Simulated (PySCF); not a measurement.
All values below come from M06-2X/def2-TZVP // PBE0-D3(BJ)/def2-TZVP in PySCF. Isolated molecules, 0 K electronic values unless said otherwise. One relaxed conformer stands for a flexible species; it need not be the lowest. Excitations are Tamm–Dancoff values on a coarser integration grid. The basis has no diffuse functions, so Rydberg states are missing or too high.

Reference species (SMILES): `[SiH3][Al]([SiH3])[SH]` (Si–Al–S–H torsion 0°) (neutral, multiplicity 1).

```
Item               Value
---------------  -------
S1–T1 gap (TDA)  0.49 eV
HOMO–LUMO gap    6.86 eV
```

Changed species: `[Al]([SH])([SH])[SH]` (3 of 3 SiH3 replaced by SH; the reference has 1 of 3 SiH3 replaced by SH).

Q: Give the shifts of the S1–T1 gap (TDA) and HOMO–LUMO gap.

A: the S1–T1 gap (TDA) decreases by 0.25 eV, to 0.24 eV; the HOMO–LUMO gap increases by 2.04 eV, to 8.90 eV.
